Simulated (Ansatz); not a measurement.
Two isomers of C2H6OSn: A = `[CH3][SnH2][CH]=O`, B = `C1[CH2][SnH2][O]1`.

Isolated molecules relaxed with PBE0-D4/def2-TZVP in Ansatz; ΔE leaves out vibrations. CBS: MP2 limit from def2 TZ/QZ plus the TZ coupled-cluster correction, frozen cores. DFT in def2-TZVPP. Elements past krypton have def2 core potentials. For Sn outer-core shells are correlated without core-valence functions, which leaves a few kJ/mol of doubt a bond. One conformer a species, not always the lowest.

Question: Which isomer does CCSD(T)/CBS put lower? Give the gap. (An estimate is asked.)

Answer: The calculation gave: B, by 28.2 kJ/mol.

Question: Give E(B) − E(A) in kJ/mol with CCSD(T)/def2-TZVPP, MP2/def2-TZVPP, CCSD/def2-TZVPP, PBE0-D4, r2SCAN-D4, PBE-D4, ωB97M-V. (An estimate is asked.)

Answer: The calculation gave: CCSD(T)/def2-TZVPP -19.3, MP2/def2-TZVPP -29.2, CCSD/def2-TZVPP -18.6, PBE0-D4 -26.8, r2SCAN-D4 -22.1, PBE-D4 -17.6, ωB97M-V -20.6. None reverses the order clearly.

Largest T1 diagnostic: 0.015.

From PBE to PBE0 (25 % exact exchange), in def2-TZVPP and without D4, E(B) − E(A) moves by −9.7 kJ/mol. In def2-TZVPP, CCSD(T) changes the Hartree–Fock value by −17.4 kJ/mol (the triples alone add −0.7 kJ/mol) and MP2 by −27.4 kJ/mol.
